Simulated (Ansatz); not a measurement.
Basis sets compared for CuAg4⁺. Charge 1, multiplicity 1. Geometry PBE-D4/def2-SVP. Ansatz on 4 threads of INTEL XEON PLATINUM 8581C on a shared host; times are rough, and most runs start from earlier orbitals.

```xyz
5

Ag    2.324    0.608   -1.358
Ag   -2.237   -0.757    1.407
Ag   -2.399   -0.340   -1.192
Ag    0.029    0.002    0.059
Cu    2.283    0.487    1.084
```

In the def2 sets Ag takes a core potential; there is no spin–orbit coupling. Another isomer (singlet) lies 0.03 eV lower at PBE0-D4/def2-TZVP; other spin states weren't run for this one.

| level | functions | energy (Eh) | HOMO (eV) | LUMO (eV) | wall time |
| --- | --- | --- | --- | --- | --- |
| PBE-D4/def2-SVP | 155 | -2227.8027 | -9.31 | -7.52 | 1.7 s |
| PBE0-D4/def2-SVP | 155 | -2227.7316 | -9.90 | -6.61 | 3.4 s |

(1) Estimate the rows for PBE-D4/def2-TZVP (with forces), PBE0-D4/def2-TZVP.

Results:

(1) 
```tsv
level	functions	energy (Eh)	HOMO (eV)	LUMO (eV)	wall time
PBE-D4/def2-TZVP (with forces)	205	-2228.2033	-9.57	-7.63	2.7 s
PBE0-D4/def2-TZVP	205	-2228.1173	-10.02	-6.70	5.5 s
```
